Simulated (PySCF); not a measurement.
**Excitation energy of Bi(2+) by level of theory**

Bi(2+) [Xe] 4f14 5d10 6s2 6p1 (2P) → Bi(2+) [Xe] 4f14 5d10 6s1 6p2 (4P), as a difference of total energies. All numbers are calculated (PySCF 2.14, the spin-free X2C one-electron Hamiltonian (Gaussian nucleus), in x2c-TZVPPall). Correlated levels: valence: [Xe] 4f14 5d10 frozen; valence and next inner shell: [Kr] 4d10 4f14 frozen. The calculations carry no spin-orbit coupling.

```csv
method,excitation energy (cm⁻¹)
UHF,62788
LDA,82741
PBE,80339
PBE0,76909
r2SCAN,76358
MN15,78111
B2PLYP,75570
BHandHLYP,76267
ROHF,63100
MP2 (valence),67446
SCS-MP2 (valence),69200
MP2 (valence and next inner shell),76668
SCS-MP2 (valence and next inner shell),77141
```

Spin-orbit coupling is strong in these open shells (close to jj coupling). The scalar numbers leave it out and a first-order estimate fails, so it can dominate the gap to the real levels.
